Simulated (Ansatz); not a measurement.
These are B3LYP-D3(BJ)/def2-TZVP (Ansatz, a first-principles code) values and carry that method's errors. No frequencies were computed at this level.

Ansatz 0.2 input:
```yaml
crystal:
  periodic: [false, false, false]
  atoms:
    - { symbol: C, position_ang: [-1.105556, 0.170746, -0.275683] }
    - { symbol: O, position_ang: [-0.082972, -0.759456, -0.577997] }
    - { symbol: C, position_ang: [1.121692, -0.574413, -0.009807] }
    - { symbol: N, position_ang: [1.537882, 0.303624, 0.773997] }
    - { symbol: H, position_ang: [-1.983336, -0.156298, -0.828406] }
    - { symbol: H, position_ang: [-1.329268, 0.175795, 0.795793] }
    - { symbol: H, position_ang: [-0.827242, 1.179874, -0.595583] }
    - { symbol: H, position_ang: [1.802088, -1.357269, -0.329236] }
    - { symbol: H, position_ang: [0.866711, 1.017396, 1.046924] }
basis:
  gaussian: { orbitals: def2-tzvp }
hamiltonian:
  xc: b3lyp
  dispersion: d3bj
relax:
  max_steps: 150
```

Output:

```
Functional definition: B3LYP
886 factors; their error is unknown
mean field evaluation 1: about -5686.2427 eV, gradient 6.4e1 eV
mean field evaluation 2: about -5679.0053 eV, gradient 8.4e1 eV
mean field evaluation 4: about -5694.2337 eV, gradient 6.3e0 eV
mean field evaluation 8: about -5694.2967 eV, gradient 4.8e-1 eV
mean field evaluation 16: about -5694.2970 eV, gradient 2.8e-5 eV
mean field -5694.29697731 eV, -209.2615541831 hartree, gradient 2.9e-5 eV, S^2 0.000000; 0 other end points of the search recorded, 0 dependent functions left out
reference -5694.29719990 eV, -209.2615623631 hartree; 16, 16 occupied and 138, 138 virtual orbitals, 886 factors
relax step   1: F+E_penalty+E_count = -5694.53067990 eV  Δ(F+E_penalty+E_count) = +0.000e0 eV  max|allowed force component| = 6.916e-1 eV/Å  Δτ_max = 0.0000 Å  (29 SCF iters, accepted)
these checks for a lower state are left out or cut short: starts, cluster_reference, orbital_swaps, neighbouring_geometries, increment
886 factors; their error is unknown
mean field -5694.30765063 eV, -209.2619464203 hartree, gradient 1.0e-5 eV, S^2 0.000000; 0 other end points of the search recorded, 0 dependent functions left out
reference -5694.30787273 eV, -209.2619545825 hartree; 16, 16 occupied and 138, 138 virtual orbitals, 886 factors
relax step   2: F+E_penalty+E_count = -5694.54144077 eV  Δ(F+E_penalty+E_count) = -1.076e-2 eV  max|allowed force component| = 1.800e-1 eV/Å  Δτ_max = 0.0190 Å  (33 SCF iters, accepted)
these checks for a lower state are left out or cut short: starts, cluster_reference, orbital_swaps, neighbouring_geometries, increment
886 factors; their error is unknown
mean field -5694.31092755 eV, -209.2620668448 hartree, gradient 9.8e-6 eV, S^2 0.000000; 0 other end points of the search recorded, 0 dependent functions left out
reference -5694.31114916 eV, -209.2620749888 hartree; 16, 16 occupied and 138, 138 virtual orbitals, 886 factors
relax step   3: F+E_penalty+E_count = -5694.54507466 eV  Δ(F+E_penalty+E_count) = -3.634e-3 eV  max|allowed force component| = 5.570e-2 eV/Å  Δτ_max = 0.0303 Å  (34 SCF iters, accepted)
these checks for a lower state are left out or cut short: starts, cluster_reference, orbital_swaps, neighbouring_geometries, increment
886 factors; their error is unknown
mean field evaluation 32: about -5694.3228 eV, gradient 5.4e-1 eV
mean field -5694.31123078 eV, -209.2620779883 hartree, gradient 9.8e-6 eV, S^2 0.000000; 0 other end points of the search recorded, 0 dependent functions left out
reference -5694.31145236 eV, -209.2620861311 hartree; 16, 16 occupied and 138, 138 virtual orbitals, 886 factors
relax step   4: F+E_penalty+E_count = -5694.54537225 eV  Δ(F+E_penalty+E_count) = -2.976e-4 eV  max|allowed force component| = 1.629e-2 eV/Å  Δτ_max = 0.0063 Å  (35 SCF iters, accepted)
these checks for a lower state are left out or cut short: starts, cluster_reference, orbital_swaps, neighbouring_geometries, increment
886 factors; their error is unknown
mean field -5694.31121932 eV, -209.2620775673 hartree, gradient 9.7e-6 eV, S^2 0.000000; 0 other end points of the search recorded, 0 dependent functions left out
reference -5694.31144091 eV, -209.2620857105 hartree; 16, 16 occupied and 138, 138 virtual orbitals, 886 factors
relax step   5: F+E_penalty+E_count = -5694.54538150 eV  Δ(F+E_penalty+E_count) = -9.251e-6 eV  max|allowed force component| = 8.145e-3 eV/Å  Δτ_max = 0.0016 Å  (34 SCF iters, accepted)
886 factors; their error is unknown
mean field evaluation 64: about -5694.3112 eV, gradient 7.7e-4 eV
mean field -5694.31121932 eV, -209.2620775673 hartree, gradient 9.7e-6 eV, S^2 0.000000; 1 other end points of the search recorded, 0 dependent functions left out
reference -5694.31144091 eV, -209.2620857105 hartree; 16, 16 occupied and 138, 138 virtual orbitals, 886 factors
Total energy: -5694.54560309 eV, -209.2706910119 hartree
Atom 0 at    -1.100260     0.176040    -0.269972 Å, force     0.001607    -0.000608    -0.000952 eV/Å
Atom 1 at    -0.077494    -0.765686    -0.580855 Å, force    -0.001897     0.002771    -0.001669 eV/Å
Atom 2 at     1.135020    -0.578670    -0.008888 Å, force    -0.003866    -0.008145     0.007466 eV/Å
Atom 3 at     1.533883     0.317306     0.782355 Å, force     0.002238     0.001599    -0.000882 eV/Å
Atom 4 at    -1.980700    -0.145312    -0.819349 Å, force     0.000440    -0.000023     0.000172 eV/Å
Atom 5 at    -1.318593     0.179838     0.800928 Å, force    -0.000591    -0.000732     0.000692 eV/Å
Atom 6 at    -0.817591     1.182583    -0.588540 Å, force    -0.000367     0.000550    -0.000830 eV/Å
Atom 7 at     1.805750    -1.369013    -0.335605 Å, force     0.002280     0.003173    -0.003265 eV/Å
Atom 8 at     0.819984     1.002914     1.019928 Å, force     0.000156     0.001416    -0.000731 eV/Å
Dipole moment:    -0.513896     0.091022    -0.119546 e Å
```

Cost: about 15 core-seconds (a rough figure).
